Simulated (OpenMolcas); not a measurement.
# Ne4+: effect of the level shift or regulariser

```
Program             : OpenMolcas
Basis               : ANO-RCC-VTZP [4s3p2d1f]
Scalar Hamiltonian  : DKH2, point nucleus
Active space        : 2 electrons in 3 orbitals (2p)
State averaging     : 2S+1 = 3 even, 3 roots; 2S+1 = 1 even, 6 roots
Spin-orbit coupling : state interaction with AMFI integrals over the reference wave functions, term energies averaged over their components
```

Methods on the same reference wave functions:
A. CASSCF
B. SS-CASPT2, IPEA 0.25 Eh, imaginary shift 0.1 Eh (closed shells correlated: 1s 2s)
C. SS-CASPT2, IPEA 0.25 Eh, real shift 0.2 Eh (closed shells correlated: 1s 2s)
D. SS-CASPT2, IPEA 0.25 Eh, sigma2 regulariser 0.3 Eh (closed shells correlated: 1s 2s)

Energies in eV above 2s² 2p² ³P₀, the measured ground level; measured values from NIST levels in Podobedova, Fuhr, Reader and Wiese, J. Phys. Chem. Ref. Data 33, 525 (2004).

| Level | A | B | C | D | Measured |
| --- | --- | --- | --- | --- | --- |
| 2s² 2p² ³P₀ | 0.0000 | 0.0000 | 0.0000 | 0.0000 | 0.0000 |
| 2s² 2p² ³P₁ | 0.0508 | 0.0511 | 0.0511 | 0.0511 | 0.0511 |
| 2s² 2p² ³P₂ | 0.1474 | 0.1476 | 0.1476 | 0.1476 | 0.1376 |
| 2s² 2p² ¹D₂ | 4.0666 | 3.828 | 3.828 | 3.828 | 3.7557 |
| 2s² 2p² ¹S₀ | 9.9688 | 8.547 | 8.553 | 8.547 | 7.9243 |

Deviations, from unrounded energies. A percentage is the sum of absolute deviations over the sum of measured energies, with the sign that they share, or ± where signs differ.

| Against measurement | Levels | A | B | C | D |
| --- | --- | --- | --- | --- | --- |
| mean absolute deviation (cm-1) | 4 | 4800 | 1400 | 1400 | 1400 |
| fine structure of the ground term (%) | 2 | ±5.4 | ±5.3 | ±5.3 | ±5.3 |
| other terms of the ground configuration (%) | 2 | +20.2 | +6.0 | +6.0 | +6.0 |

B, C, D lie about equally close to measurement and A furthest from it. The largest miss of D in the table is 2s² 2p² ¹S₀, by +5000 cm-1. The ranking rests on the paired levels alone, and a cruder setting can come out closer through cancelling errors.

Among B to D the level of the table that moves most is 2s² 2p² ¹S₀, by 48 cm-1 (lowest in D, highest in C). Moves below CASPT2's spread within the term are not significant.

The mean deviations of B to D differ by less than CASPT2's widest spread within a term (72 cm-1), so their order carries little weight.

From A to B the spin-free energies of the other terms of 2s² 2p² shown, above ³P, scale by factors of 0.86 to 0.94.

The lowest spin-free term lies below A's lowest term by 0.100 hartree in B, 0.100 hartree in C, 0.100 hartree in D.

Term energies are means over components that CASPT2 splits; among the terms shown or strongly mixed into the levels shown the widest spread is 72 cm-1 (2s² 2p² ¹D, C). With the s shell closed, the reference lacks s² → p² mixing. Computed and measured levels are paired by configuration, term and J; levels that our copy of the source lacks, or whose pairing is in doubt (as where it misses far off the trend of its configuration), stay unpaired and out of the deviations. Levels of configurations outside the active space are missing.
